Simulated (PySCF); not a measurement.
Compound: C3H6N2O2Si.
Structure used (GFN2-xTB), in Å, numbered top down from 1:
```xyz
14
C3H6N2O2Si angstrom
N     -0.2819    1.8895    2.3546
C     -0.5424    1.1023    1.5654
Si    -0.9599   -0.2321    0.3224
N     -2.2631    0.4128   -0.5914
C      0.4847   -0.4186   -0.9155
C      1.7368   -0.5925   -0.1372
O      2.1250   -1.6266    0.3427
O      2.3936    0.5662    0.0288
H     -1.1516   -1.4666    1.0926
H     -2.5163    0.0017   -1.4753
H     -3.0808    0.7662   -0.1222
H      0.5607    0.4620   -1.5483
H      0.3184   -1.3029   -1.5257
H      3.1761    0.4381    0.5869
```

Computed at PBE0/pcSseg-1 (PySCF, non-relativistic), with Q(14N) = 0.02044 b, Q(17O) = −0.0256 b: N1, 14N (I = 1): χzz = -5.611 MHz, η = 0.060; N4, 14N (I = 1): χzz = -4.520 MHz, η = 0.257; O7, 17O (I = 5/2): χzz = 9.651 MHz, η = 0.133; O8, 17O (I = 5/2): χzz = -9.862 MHz, η = 0.435.

(1) Where would the pure quadrupole (NQR) lines of 14N at N1 fall for the rigid, isolated species?

(2) Find the zero-field quadrupole resonance frequencies of 14N at N4.

(3) Where would the pure quadrupole (NQR) lines of 17O at O7 fall for the rigid, isolated species?

(4) Where would the pure quadrupole (NQR) lines of 17O at O8 fall for the rigid, isolated species?

Answers

(1) From ν± = (3/4)|χ|(1 ± η/3) and ν0 = |χ|η/2: ν+ 4.293 MHz, ν− 4.123 MHz, ν0 0.169 MHz (cyano nitrogen).

(2) From ν± = (3/4)|χ|(1 ± η/3) and ν0 = |χ|η/2: ν+ 3.680 MHz, ν− 3.100 MHz, ν0 0.581 MHz (silicon-bound nitrogen).

(3) From the eigenvalues of H = χ/[4I(2I − 1)] × [3Iz² − I(I + 1) + η(Ix² − Iy²)], steps between neighbouring levels, labelled as for η = 0: ±1/2↔±3/2 1.476 MHz, ±3/2↔±5/2 2.885 MHz (acid carbonyl oxygen).

(4) From the eigenvalues of H = χ/[4I(2I − 1)] × [3Iz² − I(I + 1) + η(Ix² − Iy²)], steps between neighbouring levels, labelled as for η = 0: ±1/2↔±3/2 1.757 MHz, ±3/2↔±5/2 2.859 MHz (acid hydroxyl oxygen).

In a crystal, neighbours and librations shift these lines. GFN2-xTB bond lengths can be off by several hundredths of an ångström, more for odd bonds, and the gradients follow them. With so small a basis the couplings can be 20 % off.

One conformer stands for the species.
